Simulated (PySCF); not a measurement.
**Unknown: peak-picked proton spectrum**

Formula C6H6F2. The spectrum was simulated from the full spin Hamiltonian at 90 MHz with 1.0 Hz Lorentzian lines, from shifts rounded to 0.01 ppm and J to 0.1 Hz, couplings under 1 Hz left out.

Maxima in Hz from TMS (height), grouped by integral:
6H: 604.7 (2), 603.0 (2), 594.3 (20), 592.7 (7), 591.0 (6), 588.7 (4), 586.4 (4), 585.9 (4), 584.8 (6), 582.1 (24), 578.7 (10), 576.1 (39), 574.4 (18), 572.9 (29), 570.1 (7), 567.6 (4), 563.8 (56), 561.1 (29), 558.1 (17), 556.3 (13), 554.8 (40), 552.1 (7), 549.4 (7), 548.6 (7), 546.2 (16), 542.9 (59), 532.6 (33), 531.1 (74), 529.6 (100), 527.1 (79), 525.9 (38), 514.1 (19), 512.9 (41), 511.3 (45), 509.6 (25), 508.9 (23), 507.5 (11), 494.5 (60), 492.9 (70), 490.2 (75), 488.3 (51), 482.2 (43), 480.7 (57), 478.5 (53), 476.4 (40)

[PySCF 2.14: spin–spin couplings from B3LYP/pcJ-1 (spin–dipole term only in couplings to heteroatoms); shielding tensors at B3LYP/pcSseg-1 (GIAO); coordinates at the PBE0-D3(BJ)/def2-SVP level; one averaged value for each set of equivalent atoms; no solvent; one computed conformer; relativity neglected]

δ = σ(ref) − σ, references computed at the same level: ¹H (σref 31.38) vs TMS.

Q: Analyse the multiplets.

A: ¹H NMR (90 MHz, computed): δ 6.29 (m, 2H), 5.80 (m, 2H), 5.40 (m, 2H). These are first-order names from the parameters used; overlap and second-order distortion can hide them in the list.

Q: What is the compound?

A: `C=C/C(F)=C(/F)C=C`.

Atom-mapped SMILES (the numbers label the heavy atoms): `[CH2:1]=[CH:2]/[C:3]([F:4])=[C:5](/[F:6])[CH:7]=[CH2:8]`. Each H is labelled by its parent atom. Ha(C1) is cis to C3; Ha(C8) is cis to C5; Hb(C1) is trans to C3; Hb(C8) is trans to C5.

δ 6.29: H(C2)/H(C7), hydrogen on an alkene CH, coupled to F4/F6 (23.8 Hz), Ha(C1)/Ha(C8) (18.3 Hz), Hb(C1)/Hb(C8) (12.6 Hz), F4/F6 (1.7 Hz). δ 5.80: Ha(C1)/Ha(C8), hydrogen on a terminal =CH2 carbon, coupled to H(C2)/H(C7) (18.3 Hz), F4/F6 (3.3 Hz), F4/F6 (1.7 Hz), Hb(C1)/Hb(C8) (1.2 Hz). δ 5.40: Hb(C1)/Hb(C8), hydrogen on a terminal =CH2 carbon, coupled to H(C2)/H(C7) (12.6 Hz), F4/F6 (4.3 Hz), Ha(C1)/Ha(C8) (1.2 Hz).

The shifts were computed for this structure.

Splittings below 1 Hz are ignored in the labels, and close J values are merged. Couplings among chemically equivalent protons are left out too, so labels in AA′BB′ or AA′XX′ sets are apparent multiplicities. Unscaled 3J(H,H) at this level run about 10 % above measured values.
